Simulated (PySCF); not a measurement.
## Relaxation of triplet ReS₂⁺

These are results of UPBE0 in PySCF with Re def2-SVP with ECP60, S def2-SVP; scalar-relativistic core potentials, no spin–orbit coupling; density-fitted integrals, not measurements. A (50,194) grid was used.

A hand-made bent start, of C2v symmetry, held to at least that symmetry:

```xyz
3
charge 1 multiplicity 3, angstrom
Re    0.0000    0.0000   -0.3051
S     1.7099    0.0000    0.8922
S    -1.7099    0.0000    0.8922
```

Optimiser trace:
```csv
step,E − E(last) (kJ/mol),largest gradient (Eh/bohr)
0,1.24,0.01558
1,0.09,0.00470
2,0.00,0.00029
3,0.00,0.00008
```

It ends at C2v with Re–S 2.068 Å (×2); S–Re–S 110.3°. A frequency run shows a minimum. Other isomers or separated fragments may lie lower.

Final geometry:
```xyz
3
charge 1 multiplicity 3, angstrom
Re    0.0000    0.0000   -0.3007
S     1.6978    0.0000    0.8805
S    -1.6978    0.0000    0.8805
```

Other spin states or occupations of the open shell can lie lower. Spin–orbit coupling, left out here, can matter for elements this heavy.

The relaxation took of the order of 16 core-seconds on a shared host.
